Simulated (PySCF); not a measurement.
# W(OH)2: double against triple zeta

Base calculation in PySCF with density fitting and no spin–orbit coupling, PBE0/def2-SVP (scalar-relativistic core potentials): triplet, D∞h, O–H 0.957 Å (×2), W–O 1.829 Å (×2); wavenumbers 59 (×2), 519 (×2), 543 (×2), 772, 822, 4010, 4015 cm⁻¹; polar-tensor charge of W 0.62 e, atomisation energy (no zero-point energy) 1824 kJ/mol.

**Question.** What changes on going to PBE0/def2-TZVP (scalar-relativistic core potentials)?

**Answer.** The point group stays the same. Changes: mean bond to W -0.007 Å, highest wavenumber -15 cm⁻¹, lowest wavenumber 0 cm⁻¹, polar-tensor charge of W +0.04 e, atomisation energy (no zero-point energy) -8 kJ/mol. The new structure has O–H 0.953 Å (×2), W–O 1.822 Å (×2), with wavenumbers 59 (×2), 458 (×2), 484 (×2), 767, 822, 3996, 4000 cm⁻¹. The larger basis shortens the bonds, as added polarisation functions usually do.

Spin–orbit coupling can matter for W(OH)₂ and is left out. Open d or f shells are single determinants, so the state found may not be the ground state. Only the bonding shown was studied: isomers, or loss of a ligand pair, can lie lower.
